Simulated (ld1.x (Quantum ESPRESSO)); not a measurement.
**Plane-wave convergence, ultrasoft potential for Pd**

- Element: Pd (Z = 46)
- Generator: ld1.x (Quantum ESPRESSO) 7.5
- Type: ultrasoft
- Functional: revPBE
- Relativity: scalar-relativistic
- Frozen core: [Ar] 3d10
- Valence charge: 18
- Reference configuration: 4s2 4p6 4d10 5s0 5p0
- Partial waves: 4s (bound): rcut 1.60, rcutus 1.80 bohr; 5s (bound, empty): rcut 1.60, rcutus 1.80 bohr; 4p (bound): rcut 1.40, rcutus 1.45 bohr; 5p (bound, empty): rcut 1.40, rcutus 1.45 bohr; 4d (bound): rcut 1.65, rcutus 2.05 bohr; 4d channel at 0.5 Ry: rcut 1.65, rcutus 2.05 bohr
- Local potential: all-electron potential smoothed inside 1.30 bohr (lloc = -1)
- Core correction: none
- Augmentation charge: PSQ, inside the norm-conserving radii

The pseudo-atom Hamiltonian at the reference potential is diagonalised in spherical Bessel functions j_l(qr) that vanish at 20 bohr, with q² up to the cutoff. All-electron valence levels (Ry): 4s -6.2645, 5s -0.2354, 4p -3.7562, 5p -0.0245, 4d -0.2908.

Task: How do the lowest levels (Ry) of each channel move with the cutoff, and are there ghosts?

Result:

```json
{"cutoff (Ry)": "8", "s #1": "-6.1357", "s #2": "-0.1610", "p #1": "-2.3563", "p #2": "-0.0030", "d #1": "0.0327", "f #1": "0.1115", "f #2": "0.2385", "Σ f·Δε (mRy)": "11892.7"}
{"cutoff (Ry)": "12", "s #1": "-6.2428", "s #2": "-0.1849", "p #1": "-3.1081", "p #2": "-0.0113", "d #1": "-0.1741", "f #1": "0.1115", "f #2": "0.2385", "Σ f·Δε (mRy)": "5098.9"}
{"cutoff (Ry)": "15", "s #1": "-6.2575", "s #2": "-0.1960", "p #1": "-3.4391", "p #2": "-0.0158", "d #1": "-0.2372", "f #1": "0.1115", "f #2": "0.2385", "Σ f·Δε (mRy)": "2453.2"}
{"cutoff (Ry)": "21", "s #1": "-6.2640", "s #2": "-0.2223", "p #1": "-3.6537", "p #2": "-0.0196", "d #1": "-0.2873", "f #1": "0.1115", "f #2": "0.2385", "Σ f·Δε (mRy)": "650.7"}
{"cutoff (Ry)": "25", "s #1": "-6.2640", "s #2": "-0.2294", "p #1": "-3.7185", "p #2": "-0.0213", "d #1": "-0.2900", "f #1": "0.1115", "f #2": "0.2385", "Σ f·Δε (mRy)": "235.6"}
{"cutoff (Ry)": "35", "s #1": "-6.2644", "s #2": "-0.2351", "p #1": "-3.7535", "p #2": "-0.0231", "d #1": "-0.2906", "f #1": "0.1115", "f #2": "0.2385", "Σ f·Δε (mRy)": "18.9"}
{"cutoff (Ry)": "45", "s #1": "-6.2645", "s #2": "-0.2352", "p #1": "-3.7556", "p #2": "-0.0237", "d #1": "-0.2907", "f #1": "0.1115", "f #2": "0.2385", "Σ f·Δε (mRy)": "4.6"}
{"cutoff (Ry)": "50", "s #1": "-6.2645", "s #2": "-0.2354", "p #1": "-3.7556", "p #2": "-0.0238", "d #1": "-0.2907", "f #1": "0.1115", "f #2": "0.2385", "Σ f·Δε (mRy)": "4.5"}
{"cutoff (Ry)": "60", "s #1": "-6.2645", "s #2": "-0.2354", "p #1": "-3.7559", "p #2": "-0.0239", "d #1": "-0.2908", "f #1": "0.1115", "f #2": "0.2385", "Σ f·Δε (mRy)": "2.4"}
{"cutoff (Ry)": "70", "s #1": "-6.2645", "s #2": "-0.2354", "p #1": "-3.7562", "p #2": "-0.0239", "d #1": "-0.2908", "f #1": "0.1115", "f #2": "0.2385", "Σ f·Δε (mRy)": "0.8"}
{"cutoff (Ry)": "90", "s #1": "-6.2645", "s #2": "-0.2354", "p #1": "-3.7562", "p #2": "-0.0239", "d #1": "-0.2908", "f #1": "0.1115", "f #2": "0.2385", "Σ f·Δε (mRy)": "0.4"}
{"cutoff (Ry)": "400", "s #1": "-6.2645", "s #2": "-0.2354", "p #1": "-3.7563", "p #2": "-0.0239", "d #1": "-0.2908", "f #1": "0.1115", "f #2": "0.2385", "Σ f·Δε (mRy)": "0.0"}
```

Result: no extra level below or beside the all-electron valence levels (s, p, d, f tested); 10 mRy is reached at 40 Ry and 1 mRy at 70 Ry.
